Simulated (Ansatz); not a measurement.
Saddle point of SiNH$_{6}$Br, closed shell (SiNH₅ ([NH2][SiH3]) + HBr → SiNH₄Br ([NH2][SiH2][Br]) + H₂; bonds formed: Si1–Br7, H2–H6; bonds broken: Si1–H2, H6–Br7), PBE0-D4/def2-TZVP structure:

Si1  (-0.333, -0.211, 0.200)
H2  (1.376, 0.208, 0.165)
H3  (-0.491, -1.601, -0.239)
H4  (-0.998, 0.592, 1.231)
N5  (-0.591, 0.686, -1.227)
H6  (1.371, -0.273, 0.880)
Br7  (0.761, -1.409, 2.366)
H8  (-0.706, 1.687, -1.231)
H9  (-0.390, 0.322, -2.145)
(Å)

Energies are electronic, without zero-point energy. Barriers and step energies count from the start structure reached by relaxing down the imaginary mode; all methods use the PBE0-D4 structures, on which another method's saddle can fall below an end. Computed with Ansatz 0.2.0 (basis: def2-TZVPP, with def2-QZVPP for the basis limit); correlated methods freeze the cores. Filled d shells of the heavier atoms are correlated. The def2 sets are not built for correlating such inner shells, so the correlated values are less sure here. B3LYP uses VWN-RPA correlation. Extrapolation: Hartree–Fock as exp(−7.88 √X), correlation as X^−2.97.

```csv
method,barrier (eV),step energy (eV)
SPW92,0.715,-0.801
PBE-D4,0.929,-0.893
BLYP-D4,1.106,-0.870
r2SCAN-D4,1.013,-0.946
B97M-V,1.250,-0.844
PBE0-D4,1.049,-0.902
B3LYP-D4,1.188,-0.874
r2SCAN0-D4,?,-0.943
BHLYP-D4,1.316,-0.889
CAM-B3LYP-D4,1.278,-0.835
wB97X-V,1.256,-0.895
wB97M-V,1.180,-0.924
B2PLYP,1.266,-0.870
PBE-QIDH,1.171,-0.922
RPA on PBE,?,-0.816
HF,?,-0.839
MP2,1.241,-0.958
CCSD,1.423,-0.833
CCSD(T),1.339,-0.857
```

Question: Fill in the withheld barriers. (To be estimated.)

Answer: The calculation gives: r2SCAN0-D4 1.090; RPA on PBE 1.404; HF 1.735 eV. Each is the energy of the saddle less that of the start structure, by the same method.

For comparison, the barrier by CCSD(T) at an estimated basis limit (MP2 extrapolated from triple and quadruple zeta, plus CCSD(T) − MP2 in triple zeta) is 1.226 eV.

The T1 diagnostic stays at or below 0.010.

Labels in which every atom is bracketed show which atoms are joined, not bond orders.

For scale, one of the runs: CCSD(T)/def2-TZVPP, 205 basis functions, launched by `ansatz run in.yaml --threads 4 --pin off --events-out ev --progress --plain --max-ram 9574MiB`. Hardware: 4 CPU threads of an Intel Xeon, shared host. Wall time 97 s; peak host memory 2.6 GiB.
